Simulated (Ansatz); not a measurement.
Ansatz (a program for electronic structure) input:

Ansatz 0.2 input:
```yaml
crystal:
  periodic: [false, false, false]
  atoms:
    - {symbol: Cl, position_ang: [1.05198772, -0.01153379, -0.03944075]}
    - {symbol: Br, position_ang: [-1.01829819, 0.01403066, -0.00776206]}
basis:
  gaussian:
    orbitals: def2-TZVP
hamiltonian:
  xc: b3lyp
  dispersion: d3bj
total_charge: 1
magnetization: {spin_polarized: true, initial_magnetization: 1}
relax: {f_tol: 0.002, max_steps: 150}
```

**Question.** Predict the final energy.

**Answer.** -3033.99334 Eh (B3LYP-D3(BJ)/def2-TZVP). The basis has 85 functions.
